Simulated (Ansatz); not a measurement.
Reactions of C3H8O2Sn (`CC(C)[O][Sn][OH]`).

Computed with Ansatz on PBE0-D4/def2-TZVP structures; ΔE is electronic, products minus reactants. CBS: MP2 limit from def2 TZ/QZ plus the TZ coupled-cluster correction, frozen cores. Elements past krypton have def2 core potentials. For Br, Ge, In, Sn, Zn outer-core shells are correlated without core-valence functions, which leaves a few kJ/mol of doubt a bond. Scalar relativity is left out up to krypton. Each species was taken in one conformer, which may not be the lowest.

**Question.** Order these by ΔE at CCSD(T)/CBS, lowest first. (Best estimate.)
A. `CC(C)[O][Sn][OH]` + `SBS` → `[OH][Sn][SH]` + `CC(C)OBS`
B. `CC(C)[O][Sn][OH]` + `[F][Ge]([F])([Cl])[Cl]` → `CC(C)[O][Sn][F]` + `[OH][Ge]([F])([Cl])[Cl]`
C. `CC(C)[O][Sn][OH]` + `[Cl][Zn][Br]` → `[OH][Sn][Br]` + `CC(C)[O][Zn][Cl]`
D. `CC(C)[O][Sn][OH]` + `CC(=O)O[SiH3]` → `[OH][Sn][O][SiH3]` + `CC(=O)OC(C)C`
E. `CC(C)[O][Sn][OH]` + `C[O][In]([SH])[O]C(C)C` → `CC(C)[O][Sn][O]C(C)C` + `C[O][In]([OH])[SH]`

**Answer.** A (-20.0 kcal/mol), D (-11.2 kcal/mol), B (-8.6 kcal/mol), E (-2.1 kcal/mol), C (+8.1 kcal/mol).

Largest T1 diagnostic: 0.017, for `[OH][Sn][SH]`.
